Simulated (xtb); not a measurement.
xtb input (GFN2-xTB):

```bash
xtb mol.xyz --gfn 2 --ohess tight --chrg -1 --uhf 0
```
mol.xyz:
```
10

N     -2.28314183    -0.86166113    -0.02900210
C     -1.04144043    -0.42619148    -0.02744742
C      0.20229150    -1.23103742     0.19027959
C      1.32603024    -0.59541046     0.17116386
S      1.09741287     1.08461025    -0.11803407
C     -0.64030955     0.91727159    -0.15410235
H     -2.23925278    -1.89069392     0.15188756
H      0.17977030    -2.33153978     0.32096309
H      2.36206435    -0.96865491     0.27600511
H     -1.26949340     1.77131153    -0.30420315
```

End of the output:

```

    mode    ω/cm⁻¹     T·S(HO)/kcal·mol⁻¹    T·S(FR)/kcal·mol⁻¹   T·S(vib)
   ------------------------------------------------------------------------
       1    152.46    -0.78750 ( 98.86%)    -0.72609 (  1.14%)    -0.78679
   ------------------------------------------------------------------------

   temp. (K)  partition function   enthalpy   heat capacity  entropy
                                   cal/mol     cal/K/mol   cal/K/mol   J/K/mol
 298.15  VIB   4.65                 1729.760     14.893      8.855
         ROT  0.143E+06              888.752      2.981     26.570
         INT  0.665E+06             2618.513     17.874     35.425
         TR   0.941E+27             1481.254      4.968     39.644
         TOT                        4099.7666    22.8424    75.0693   314.0901

       T/K    H(0)-H(T)+PV         H(T)/Eh          T*S/Eh         G(T)/Eh
   ------------------------------------------------------------------------
    298.15    0.653339E-02    0.733865E-01    0.356679E-01    0.377186E-01
   ------------------------------------------------------------------------

         :::::::::::::::::::::::::::::::::::::::::::::::::::::
         ::                  THERMODYNAMIC                  ::
         :::::::::::::::::::::::::::::::::::::::::::::::::::::
         :: total free energy         -16.876474974212 Eh   ::
         ::.................................................::
         :: total energy              -16.914193582846 Eh   ::
         :: zero point energy           0.066853077558 Eh   ::
         :: G(RRHO) w/o ZPVE           -0.029134468924 Eh   ::
         :: G(RRHO) contrib.            0.037718608634 Eh   ::
         :::::::::::::::::::::::::::::::::::::::::::::::::::::

optimized geometry written to: xtbopt.xyz

           -------------------------------------------------
          | TOTAL ENERGY              -16.914193582846 Eh   |
          | TOTAL ENTHALPY            -16.840807111377 Eh   |
          | TOTAL FREE ENERGY         -16.876474974212 Eh   |
          | GRADIENT NORM               0.000416553549 Eh/α |
          | HOMO-LUMO GAP               1.784597872124 eV   |
           -------------------------------------------------

------------------------------------------------------------------------
------------------------------------------------------------------------
 total:
 SCF:
 ANC optimizer:
 analytical hessian:
```

It need not be the lowest isomer of its formula. Whether it binds its extra electron was not tested at this geometry.
